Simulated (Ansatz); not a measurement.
Mulliken charges of C₂H₅ClOSi (`C[Si]1(Cl)CO1`) from PBE/def2-TZVPP in Ansatz (PBE0-D4/def2-TZVP geometry).

```
atom   x (Å)   y (Å)   z (Å)  charge (e)
  C1  -1.223  -1.013  -0.012      -0.375
 Si2   0.455  -0.253  -0.048       0.481
 Cl3   1.883  -1.683   0.238      -0.206
  C4   0.870   1.476   0.202      -0.120
  O5   0.792   0.895  -1.175      -0.335
  H6  -1.393  -1.534   0.932       0.119
  H7  -1.981  -0.237  -0.137       0.119
  H8  -1.322  -1.738  -0.823       0.118
  H9   1.879   1.786   0.461       0.099
 H10   0.123   2.250   0.366       0.100
```

Q: By hand: the dipole of these point charges (1 e Å = 4.8032 D).

A: Σ q r = (-0.439, 0.114, 0.381) e Å, of length 0.592 e Å = 2.84 D.

Q: How does the dipole of the full density compare? (Best estimate.)

A: The calculation gave: (-0.385, -0.069, 0.278) e Å, 2.30 D; the point charges give 1.23 times that, at 20° from its direction.

Point charges leave out the atoms' own dipoles, such as those of lone pairs, and Mulliken's split depends on the basis, so the two needn't agree.
